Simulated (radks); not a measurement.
Results of a calculation; reference values are marked as such.
All-electron atom: Dy4+ in [Kr] 4d10 4f8 5s2 5p5.75 5f0.25 (fractional occupations, a model configuration). Code: a radial shooting solver on a logarithmic mesh with Libxc functionals. Model: scalar-relativistic Kohn-Sham, PBE, spin-polarised, spherical densities, finite nucleus; open shells are filled with parallel spins first (spin-orbit coupling, left out, can overturn this in heavy ions); Fermi nuclear charge, rms radius 5.2218 fm.

Radial electron density D(r) = 4 pi r^2 rho(r):

| r (bohr) | D(r) (e/bohr) | spin D(r) |
|---|---|---|
| 0.001201 | 6.294 | 0.00000458 |
| 0.001641 | 10.26 | 0.00000813 |
| 0.002224 | 16.18 | 0.0000148 |
| 0.003014 | 24.82 | 0.0000283 |
| 0.004084 | 36.68 | 0.0000584 |
| 0.005535 | 51.56 | 0.000129 |
| 0.007562 | 68.21 | 0.000310 |
| 0.01025 | 81.99 | 0.000741 |
| 0.01389 | 88.44 | 0.00173 |
| 0.01882 | 85.37 | 0.00376 |
| 0.02572 | 78.74 | 0.00729 |
| 0.03485 | 82.98 | 0.0112 |
| 0.04723 | 103.0 | 0.0116 |
| 0.06402 | 118.0 | 0.00471 |
| 0.08676 | 105.0 | 0.00774 |
| 0.1185 | 88.90 | 0.112 |
| 0.1606 | 101.7 | 0.543 |
| 0.2177 | 94.99 | 1.74 |
| 0.295 | 54.66 | 4.15 |
| 0.4031 | 48.84 | 7.18 |
| 0.5463 | 52.46 | 8.22 |
| 0.7404 | 30.41 | 6.50 |
| 1.003 | 15.43 | 3.80 |
| 1.36 | 9.544 | 1.55 |
| 1.858 | 3.528 | 0.360 |
| 2.518 | 0.6209 | 0.0998 |
| 3.412 | 0.1107 | 0.0825 |
| 4.625 | 0.04516 | 0.0448 |
| 6.318 | 0.008941 | 0.00894 |
| 8.562 | 0.0004523 | 0.000452 |

D(r) has 4 maxima, at r = 0.0146, 0.0650, 0.181, 0.492 bohr, and minima at 0.0279, 0.119, 0.352 bohr, inside which lie 1.93, 11.10, 29.36 electrons.
